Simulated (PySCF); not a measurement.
A species of formula C8H12O2 has this rotational fingerprint, computed with PBE0-D3(BJ)/def2-SVP geometry optimisation, gas phase in PySCF 2.14.0:

| Item | Value |
| --- | --- |
| Rotational constants | A = 2122, B = 1126, C = 1024 MHz |
| Dipole components | \|μa\| = 1.63 D, \|μb\| = 1.16 D, \|μc\| = 0.40 D |
| Inertial defect | -193.29 u·Å² |
| κ | -0.81 |

Problem. Which structure is it? (One computed conformer of each.)
A. `[O:1]=[CH:2][O:3][C@@H:4]1[CH2:5][CH2:6][C@@H:7]2[CH2:8][C@@H:9]2[CH2:10]1` with O1–C2–O3–C4 0°, C2–O3–C4–C5 -157°, O3–C4–C5–C6 173°, C4–C5–C6–C7 50°, C5–C6–C7–C8 51°, C6–C7–C8–C9 -109°
B. `[CH3:1][O:2][C:3](=[O:4])[C@@H:5]1[CH2:6][CH:7]=[CH:8][CH2:9][CH2:10]1` with C1–O2–C3–O4 0°, O2–C3–C5–C6 52°, C3–C5–C6–C7 -170°, C5–C6–C7–C8 15°, C7–C8–C9–C10 14°, C8–C9–C10–C5 -45°
C. `[CH2:1]=[C:2]([CH3:3])[CH2:4]/[CH:5]=[CH:6]/[O:7][C:8]([CH3:9])=[O:10]` with C1–C2–C4–C5 116°, C2–C4–C5–C6 118°, C5–C6–O7–C8 -179°, C6–O7–C8–C9 179°
D. `[CH3:1][C@@:2]1([O:3][CH:4]=[O:5])[CH2:6][CH:7]=[CH:8][CH2:9][CH2:10]1` with C1–C2–O3–C4 63°, C2–O3–C4–O5 -1°, C1–C2–C6–C7 167°, C2–C6–C7–C8 -14°, C7–C8–C9–C10 -15°, C8–C9–C10–C2 46°

Solution. D. It is C[C@@]1(OC=O)CC=CCC1, an asymmetric top, point group C1. The candidates at the same level (rigid rotor, commonest isotopes):

```
                        SMILES  A (MHz)  B (MHz)  C (MHz)  μa (D)  μb (D)  μc (D)  Δ (u·Å²)  point group                        rotor
         COC(=O)[C@@H]1CC=CCC1     2916    783.0    733.6    0.40    0.77    1.57   -129.76           C1  near-prolate asymmetric top
           C=C(C)C/C=C/OC(C)=O     3811    462.1    453.3    0.16    0.98    1.19   -111.34           C1  near-prolate asymmetric top
          C[C@@]1(OC=O)CC=CCC1     2122     1126     1024    1.63    1.16    0.40   -193.29           C1               asymmetric top
O=CO[C@@H]1CC[C@@H]2C[C@@H]2C1     2919    848.6    751.7    1.54    0.91    0.83    -96.36           C1  near-prolate asymmetric top
```

`COC(=O)[C@@H]1CC=CCC1` has A 37 % too high; `O=CO[C@@H]1CC[C@@H]2C[C@@H]2C1` has A 38 % too high; `C=C(C)C/C=C/OC(C)=O` has A 80 % too high. No structure here is proved a minimum.
